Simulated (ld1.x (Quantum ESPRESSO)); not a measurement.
aluminium: excitation energies, all-electron against TM

aluminium, norm-conserving Troullier–Martins (Kleinman–Bylander form), made with ld1.x (Quantum ESPRESSO) 7.5 (PBEsol, scalar-relativistic). Core [Ne], reference 3s2 3p0.5 (charge +0.5). Waves: 3s (bound): rc 2.10 bohr; 3p (bound): rc 2.00 bohr; 3d channel at 0.1 Ry: rc 1.75 bohr. Local part: the d channel. Core correction: Bessel-smoothed model core inside 1.20 bohr.

Energies are relative to the spin-unpolarised reference configuration 3s2 3p0.5; without spin polarisation the order of configurations can differ from experiment.

```tsv
valence configuration	charge	ΔE all-electron (eV)	error AE − PS (meV)
3s2 3p1	0	-2.074	+0.7
3s2 3p0	+1	3.662	+1.2
3s1 3p0	+2	22.833	+20
3s0 3p3	0	8.332	-13
3s1 3p1	+1	9.454	+1.4
3s2 3p1.3	-0.3	-2.642	+1.2
```

Problem. What are ΔE and the potential's error for 3s1 3p2?

Solution. ΔE = 3.045 eV all-electron; the error (AE − PS) is -3.3 meV.
